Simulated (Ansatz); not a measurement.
Two isomers of CH5F2NSi: A = `FC(F)N[SiH3]`, B = `N[SiH](F)CF`.

Isolated molecules relaxed with PBE0-D4/def2-TZVP in Ansatz; ΔE leaves out vibrations. CBS: MP2 limit from def2 TZ/QZ plus the TZ coupled-cluster correction, frozen cores. Functionals use def2-TZVPP. B3LYP here is the variant with VWN-RPA as its local correlation; programs differ in this. One conformer a species, not always the lowest.

Q: Which isomer does CCSD(T)/CBS put lower? Give the gap. (Best estimate.)

A: Computed: B, by 51.6 kcal/mol.

Q: Give E(B) − E(A) in kcal/mol with PBE0-D4, CCSD/def2-TZVPP, B3LYP, r2SCAN-D4, MP2/def2-TZVPP, B3LYP-D4, ωB97M-V. (Estimate.)

A: The calculation gave: PBE0-D4 -47.6, CCSD/def2-TZVPP -49.4, B3LYP -49.4, r2SCAN-D4 -48.6, MP2/def2-TZVPP -51.2, B3LYP-D4 -49.5, ωB97M-V -49.3. None reverses the order clearly.

Largest T1 diagnostic: 0.012.

In def2-TZVPP, CCSD(T) changes the Hartree–Fock value by −1.1 kcal/mol (the triples alone add +0.4 kcal/mol) and MP2 by −3.3 kcal/mol.
